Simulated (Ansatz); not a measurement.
Geometry optimisation, RHF/def2-SVP (Ansatz).

Input file:

```yaml
crystal:
  periodic: [false, false, false]
  atoms:
    - { symbol: Hf, position_ang: [-0.02264, 0.44472, -0.188981] }
    - { symbol: O, position_ang: [0.976971, -0.761403, 2.673298] }
    - { symbol: H, position_ang: [0.214989, -1.143582, 3.083533] }
    - { symbol: O, position_ang: [1.616309, -0.429898, -0.706142] }
    - { symbol: H, position_ang: [2.364109, -0.98231, -0.836447] }
    - { symbol: O, position_ang: [-0.690727, 1.292302, -1.780209] }
    - { symbol: H, position_ang: [-0.999264, 1.717519, -2.557072] }
    - { symbol: O, position_ang: [-1.457599, -0.675312, 0.471888] }
    - { symbol: H, position_ang: [-2.194025, -1.249724, 0.561696] }
    - { symbol: S, position_ang: [0.41124, 2.312825, 1.495831] }
    - { symbol: H, position_ang: [1.667397, 2.580964, 1.102306] }
    - { symbol: H, position_ang: [0.93784, 0.183198, 2.8962] }
basis:
  gaussian: { orbitals: def2-SVP }
hamiltonian:
  xc: hf
relax:
  f_tol: 0.03
  max_steps: 50
output:
  orbitals: {}
```

Run as:

```bash
$ ansatz run input.yaml --threads 4 --pin off --max-ram 5120MiB --backend cpu --events-out ev --progress --plain --runs-dir out
```

Q: Where does it end, and by what steps?

A: It converged. After 21 steps the energy has fallen by 0.438 eV; H11 moved furthest, 1.24 Å. Joined: Hf1–O2 (3.26 → 2.39 Å).

```json
{"step": "0", "energy less start (eV)": "0.0000", "largest force component (eV/Å)": "1.202", "accepted": "yes"}
{"step": "1", "energy less start (eV)": "0.0024", "largest force component (eV/Å)": "1.721", "accepted": "no"}
{"step": "2", "energy less start (eV)": "-0.0407", "largest force component (eV/Å)": "0.863", "accepted": "yes"}
{"step": "3", "energy less start (eV)": "-0.0684", "largest force component (eV/Å)": "0.699", "accepted": "yes"}
{"step": "4", "energy less start (eV)": "-0.1361", "largest force component (eV/Å)": "1.038", "accepted": "yes"}
{"step": "5", "energy less start (eV)": "-0.2127", "largest force component (eV/Å)": "1.814", "accepted": "yes"}
{"step": "6", "energy less start (eV)": "-0.2703", "largest force component (eV/Å)": "0.719", "accepted": "yes"}
{"step": "7", "energy less start (eV)": "-0.2868", "largest force component (eV/Å)": "0.473", "accepted": "yes"}
{"step": "8", "energy less start (eV)": "-0.2985", "largest force component (eV/Å)": "0.808", "accepted": "yes"}
{"step": "9", "energy less start (eV)": "-0.3351", "largest force component (eV/Å)": "0.341", "accepted": "yes"}
{"step": "10", "energy less start (eV)": "-0.3717", "largest force component (eV/Å)": "0.227", "accepted": "yes"}
{"step": "11", "energy less start (eV)": "-0.4070", "largest force component (eV/Å)": "0.301", "accepted": "yes"}
{"step": "12", "energy less start (eV)": "-0.4253", "largest force component (eV/Å)": "0.280", "accepted": "yes"}
{"step": "13", "energy less start (eV)": "-0.3231", "largest force component (eV/Å)": "1.295", "accepted": "no"}
{"step": "14", "energy less start (eV)": "-0.4308", "largest force component (eV/Å)": "0.256", "accepted": "yes"}
{"step": "15", "energy less start (eV)": "-0.4279", "largest force component (eV/Å)": "0.185", "accepted": "no"}
{"step": "16", "energy less start (eV)": "-0.4343", "largest force component (eV/Å)": "0.201", "accepted": "yes"}
{"step": "17", "energy less start (eV)": "-0.4363", "largest force component (eV/Å)": "0.179", "accepted": "yes"}
{"step": "18", "energy less start (eV)": "-0.4373", "largest force component (eV/Å)": "0.061", "accepted": "yes"}
{"step": "19", "energy less start (eV)": "-0.4314", "largest force component (eV/Å)": "0.190", "accepted": "no"}
{"step": "20", "energy less start (eV)": "-0.4379", "largest force component (eV/Å)": "0.032", "accepted": "yes"}
{"step": "21", "energy less start (eV)": "-0.4380", "largest force component (eV/Å)": "0.018", "accepted": "yes"}
```

```xyz
12
Properties=species:S:1:pos:R:3
Hf 0.218 0.301 0.148
O 0.704 -0.618 2.302
H -0.089 -1.044 2.609
O 1.694 -0.727 -0.567
H 2.399 -1.214 -0.947
O -0.499 1.223 -1.391
H -0.810 1.655 -2.163
O -1.362 -0.773 0.705
H -2.201 -0.986 0.333
S 0.865 2.347 1.549
H 0.786 3.295 0.613
H 1.121 -0.169 3.025
```

Whether the end is a true minimum wasn't checked by a vibrational analysis.

Run time: 18 s on 4 threads of AMD EPYC 9R45 96-Core Processor (Zen 5), on a shared host, peak memory 0.39 GiB.
